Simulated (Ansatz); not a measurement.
Mulliken charges of ClH2InSe, SMILES `[Cl][InH][SeH]` from B3LYP/def2-TZVPP in Ansatz (PBE0-D4/def2-TZVP geometry).

```json
{"atom": "Cl1", "x (Å)": "-2.591", "y (Å)": "-0.073", "z (Å)": "0.769", "charge (e)": "-0.388"}
{"atom": "In2", "x (Å)": "-0.521", "y (Å)": "-0.191", "z (Å)": "-0.295", "charge (e)": "0.681"}
{"atom": "Se3", "x (Å)": "1.295", "y (Å)": "0.602", "z (Å)": "1.204", "charge (e)": "-0.255"}
{"atom": "H4", "x (Å)": "-0.447", "y (Å)": "-0.770", "z (Å)": "-1.894", "charge (e)": "-0.096"}
{"atom": "H5", "x (Å)": "2.314", "y (Å)": "0.358", "z (Å)": "0.174", "charge (e)": "0.059"}
```

Question: By hand: the dipole of these point charges (1 e Å = 4.8032 D).

Answer: Σ q r = (0.500, -0.160, -0.614) e Å, of length 0.808 e Å = 3.88 D.

Question: How does the dipole of the full density compare? (Estimate.)

Answer: The calculation gave: (0.422, -0.086, -0.384) e Å, 2.77 D; the point charges give 1.40 times that, at 9° from its direction.

Point charges leave out the atoms' own dipoles, such as those of lone pairs, and Mulliken's split depends on the basis, so the two needn't agree.

B3LYP here is the variant with VWN-RPA as its local correlation; programs differ in this.
